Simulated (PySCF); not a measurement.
HO2Si, SMILES O=[Si]=[OH+], charge +1. Heavy atoms are numbered as in [O:1]=[Si:2]=[OH+:3]. Hydrogens are named by the atom that carries them.

The structure is a stationary point at B3LYP-D3(BJ)/def2-TZVP. The isomer is the one that the SMILES or the coordinates give; other isomers of the formula were not compared.

Calculation: B3LYP/pcSseg-2 run with PySCF.

GIAO shieldings, no solvent; atoms alike by connectivity are averaged. δ = σ(ref) − σ: ¹⁷O against H2O (σ = 325.5 ppm); ²⁹Si against TMS (σ = 325.2 ppm); ¹H against TMS (σ = 31.68 ppm), references at their B3LYP-D3(BJ)/def2-TZVP geometries, non-relativistic.

```
atoms    nucleus  count     δ (ppm)
-------  -------  -----  ----------
O1           ¹⁷O      1       146.4
O3 (OH)      ¹⁷O      1  (withheld)
Si2         ²⁹Si      1  (withheld)
H on O3       ¹H      1        7.38
```

Task: Fill in the missing entries. (An estimate is asked for; the answer gives what the named calculation found.)

Result: 
- O3 (OH), δ (ppm): 42.6
- Si2, δ (ppm): -67.5
